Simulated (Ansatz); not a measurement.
Computed with Ansatz on PBE0-D4/def2-TZVP structures; ΔE is electronic, products minus reactants. CCSD(T)/CBS is the MP2 limit (def2-TZVPP, def2-QZVPP) plus CCSD(T) − MP2 in def2-TZVPP, frozen cores. This one scheme is used for every species. DFT in def2-TZVPP. For Br outer-core shells are correlated without core-valence functions, which leaves a few kJ/mol of doubt a bond. Scalar relativity is left out up to krypton.

`F[Si](F)(Br)Br` → Br₂ + `F[Si]F`  (silylene formation by 1,1-elimination)

`F[Si](F)(Br)Br`:

```xyz
5

F     0.897   -1.285   -0.487
Si    0.108   -0.020    0.014
F     1.136    0.916    0.749
Br   -1.424   -0.645    1.423
Br   -0.717    1.033   -1.700
```

Br₂:

Cartesian coordinates in Å:
```
Br 0.603 0.941 0.229
Br -0.603 -0.941 -0.229
```

`F[Si]F`:

Cartesian coordinates in Å:
```
F -0.220 -1.254 0.118
Si -0.588 0.268 -0.217
F 0.808 0.986 0.099
```

CCSD(T)/CBS gives +4.35 eV.

(1) Another level gave +4.27 eV. Which?
A. CCSD/def2-TZVPP
B. ωB97X-V/def2-TZVPP
C. r2SCAN0/def2-TZVPP
D. revPBE/def2-TZVPP

Largest T1 diagnostic among the species: 0.015.

Answers

(1) A. CCSD/def2-TZVPP 4.27, revPBE 3.78, ωB97X-V 4.34, r2SCAN0 4.61 eV.

From PBE to PBE0 (25 % exact exchange), in def2-TZVPP and without D4, ΔE moves by +0.31 eV. At CCSD(T), def2-SVP lies −0.26 eV from the extrapolated value and def2-TZVPP −0.08 eV. The D4 term adds +0.19 eV with B3LYP and +0.10 eV with PBE0; it sums over pairs of atoms, weighted by their polarisabilities, and B3LYP, whose exchange is more repulsive, gets the larger term.

B3LYP here is the variant with VWN-RPA as its local correlation; programs differ in this.
